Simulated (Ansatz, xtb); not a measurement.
# Ranking isomers of C6H9ClO

3 gas-phase structures of C6H9ClO, from a drawn sample of its isomers (lower ones may exist). Each was relaxed with GFN2-xTB; where two conformers were screened, the lower at r2SCAN-D4/def2-SVP is listed:

A. `O=C1CCC[C@@H]1CCl`, a singlet
B. `OC1=C(CCl)CCC1`, a singlet
C. `OC1=CCC[C@@H]1CCl`, a singlet

**Question.** Which do you expect lowest at r2SCAN-D4/def2-SVP, and how would the others follow?

**Answer.** Calculated order at r2SCAN-D4/def2-SVP: A (0.000), B (0.445), C (0.577) eV.

Energies above the lowest of each column, in eV; the last columns are at PBE-D3(BJ)/def2-SVP geometries:

```json
{"structure": "A", "GFN2-xTB": "0.000", "HF/STO-3G": "0.000", "r2SCAN-D4/def2-SVP": "0.000", "PBE-D3(BJ)/def2-SVP": "0.000", "CCSD(T)/def2-SVP + ΔMP2/def2-TZVPP": "0.000"}
{"structure": "B", "GFN2-xTB": "0.310", "HF/STO-3G": "0.700", "r2SCAN-D4/def2-SVP": "0.445", "PBE-D3(BJ)/def2-SVP": "0.373", "CCSD(T)/def2-SVP + ΔMP2/def2-TZVPP": "0.469"}
{"structure": "C", "GFN2-xTB": "0.432", "HF/STO-3G": "0.830", "r2SCAN-D4/def2-SVP": "0.577", "PBE-D3(BJ)/def2-SVP": "0.562", "CCSD(T)/def2-SVP + ΔMP2/def2-TZVPP": "0.486"}
```

Every level run on A puts it lowest or level with the lowest. Flexible structures stand in one conformer each, not always the lowest. ΔMP2 is the change of the MP2 energy from the smaller to the larger basis.

Programs: Ansatz 0.2.0, xtb 6.7.1.
